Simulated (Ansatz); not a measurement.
Reaction (redistribution): `C[SiH2][SiH2]Br` + `CC[SiH2]O` → `CC[SiH2]Br` + `C[SiH2][SiH2]O`

Computed with Ansatz on PBE0-D4/def2-TZVP structures; ΔE is electronic, products minus reactants. CCSD(T)/CBS adds triple-zeta CCSD(T) − MP2 to the extrapolated MP2 energy (def2 sets, frozen cores). DFT in def2-TZVPP. For Br outer-core shells are correlated without core-valence functions, which leaves a few kJ/mol of doubt a bond. Scalar relativity is left out up to krypton. One conformer a species, not always the lowest.

**Question.** Is it downhill or uphill in electronic energy at CCSD(T)/CBS, and by how much? (Best estimate.)

**Answer.** Ansatz gave: Uphill: ΔE = +9.2 kJ/mol.

**Question.** What do these levels give: PBE0-D4, ωB97X-V, ωB97M-V, PBE, r2SCAN, PBE0, HF/def2-TZVPP, MP2/def2-TZVPP, SCS-MP2/def2-TZVPP, CCSD(T)/def2-TZVPP, MP2/def2-QZVPP, HF/CBS(def2)? (Best estimate.)

**Answer.** Ansatz gave: PBE0-D4 8.6, ωB97X-V 8.5, ωB97M-V 9.3, PBE 6.4, r2SCAN 8.0, PBE0 7.4, HF/def2-TZVPP 8.0, MP2/def2-TZVPP 9.0, SCS-MP2/def2-TZVPP 8.3, CCSD(T)/def2-TZVPP 8.7, MP2/def2-QZVPP 9.2, HF/CBS(def2) 7.8 kJ/mol.

Largest T1 diagnostic among the species: 0.012.
